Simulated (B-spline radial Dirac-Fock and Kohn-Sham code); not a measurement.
## Mo: scattering cross sections and density moments

System: atomic molybdenum, [Kr] 4d5 5s1.

Input of the calculation (task.json; shells as n, l, electrons):

```json
{"items": [{
  "Z": 42,
  "q": 0,
  "cfg": [[1, 0, 2], [2, 0, 2], [2, 1, 6], [3, 0, 2], [3, 1, 6], [3, 2, 10], [4, 0, 2], [4, 1, 6], [4, 2, 5], [5, 0, 1]],
  "A": 98,
  "rrms": 4.4091,
  "do": ["scatter"],
  "s": [0.0, 0.05, 0.1, 0.15, 0.2, 0.25, 0.3, 0.35, 0.4, 0.45, 0.5, 0.6, 0.7, 0.8, 0.9, 1.0, 1.1, 1.2, 1.4, 1.6, 1.8, 2.0, 2.5, 3.0, 3.5, 4.0, 5.0, 6.0],
  "pz": [0, 0.1, 0.2, 0.3, 0.4, 0.5, 0.6, 0.8, 1.0, 1.2, 1.4, 1.6, 1.8, 2.0, 2.5, 3.0, 4.0, 5.0, 7.0, 10.0, 15.0, 20.0, 30.0, 40.0, 60.0, 100.0],
  "hv_scatter": [1000, 2000, 5000, 8047.8, 10000, 17479.3, 20000, 30000, 50000, 100000, 200000, 500000, 1000000]
}]}
```

Run with: `python xray_run.py task.json out`

These are calculated numbers from a radial atomic solver; the model is Dirac-Fock orbitals of the configuration average with a finite nucleus.

| Property | Result |
| --- | --- |
| Sum of ⟨r⟩ | 32.03 bohr |
| Sum of ⟨r²⟩ | 58.30 bohr² |
| Sum of ⟨1/r⟩ | 232.91 per bohr |
| Langevin diamagnetic susceptibility | -46.2 × 10⁻⁶ cm³/mol |
| Lamb shielding (α²/3)Σ⟨1/r⟩ | 4134 ppm |

Coherent scattering is the Thomson cross section weighted by f₀², without anomalous dispersion; incoherent scattering is Klein-Nishina weighted by S. The Lamb formula is the non-relativistic shielding expression. Electron correlation is left out.

| hν (keV) | coherent (b) | incoherent (b) | incoherent per electron (b) |
| --- | --- | --- | --- |
| 1 | 1106 | 1.044 | 0.0249 |
| 2 | 972.2 | 2.624 | 0.0625 |
| 5 | 631.4 | 6.480 | 0.154 |
| 8.0478 | 439.6 | 9.393 | 0.224 |
| 10 | 361.2 | 10.80 | 0.257 |
| 17.4793 | 189.2 | 14.40 | 0.343 |
| 20 | 157.6 | 15.24 | 0.363 |
| 30 | 88.94 | 17.43 | 0.415 |
| 50 | 40.52 | 19.06 | 0.454 |
| 100 | 12.32 | 18.82 | 0.448 |
| 200 | 3.495 | 16.42 | 0.391 |
| 500 | 0.5998 | 12.01 | 0.286 |
| 1000 | 0.1528 | 8.835 | 0.210 |

Incoherent scattering overtakes coherent scattering between 50 and 100 keV.
